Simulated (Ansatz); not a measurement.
A nudged elastic band was laid between two geometries of C₄H₆BN (12 atoms, charge 0, multiplicity 1).

Computed with RKS PBE0-D4/6-31G* in Ansatz 0.2.0.

```json
{"movable images": "5", "climbing image": "yes", "spring": "5.0 eV/Å²", "optimiser": "quadratic models (default)", "start path": "through a guess of the saddle point", "force threshold": "0.2 eV/Å", "iteration limit": "60", "end points": "relaxed"}
```

First end point:

```xyz
12
Properties=species:S:1:pos:R:3
C 0.180 -1.667 0.948
C 0.744 -0.821 -0.201
B -0.060 0.412 -0.593
C -0.795 1.544 -0.976
C -0.672 2.762 -0.267
N -0.565 3.760 0.324
H 0.817 -2.537 1.136
H -0.827 -2.026 0.718
H 0.123 -1.085 1.872
H 1.772 -0.493 0.014
H 0.841 -1.424 -1.120
H -1.481 1.519 -1.822
```

Last end point:

```xyz
12
Properties=species:S:1:pos:R:3
C 0.209 -1.676 0.955
C 0.596 -0.888 -0.302
B 0.246 0.595 -0.312
C -0.070 1.961 -0.345
C -1.316 2.403 -0.845
N -2.346 2.757 -1.259
H 0.495 -2.727 0.856
H -0.870 -1.634 1.130
H 0.705 -1.273 1.843
H 1.676 -0.967 -0.502
H 0.125 -1.323 -1.199
H 0.628 2.717 0.015
```

(1) What changes between the two ends?

(2) What energy profile does the band end with?

(3) What is the geometry of the highest image?

Results:

(1) No bond is made or broken.

(2) The forces met the threshold. The highest image is number 3 of 0 to 6, 0.057 eV above the ends, which have the same energy within 2 meV. The threshold of 0.2 eV/Å is loose, so the images may lie well off the minimum-energy path. The order of the stationary point at the top wasn't checked.

```tsv
image	path coordinate (Å)	energy (eV)
0	0.00	0.000
1	1.15	0.003
2	2.31	0.026
3	3.46	0.057
4	4.55	0.044
5	5.64	0.008
6	6.72	-0.001
```

(3) 
```xyz
12
Properties=species:S:1:pos:R:3
C 0.080 -1.862 0.721
C 0.758 -0.627 0.095
B -0.215 0.520 -0.167
C -1.028 1.629 -0.446
C -0.312 2.720 -0.996
N 0.351 3.563 -1.457
H 0.824 -2.643 0.896
H -0.690 -2.275 0.063
H -0.387 -1.622 1.680
H 1.554 -0.265 0.759
H 1.236 -0.909 -0.853
H -2.095 1.716 -0.261
```

Time of the run: 4.2 min on 2 threads of Arm Neoverse V1 (shared host), peak memory 0.24 GiB.
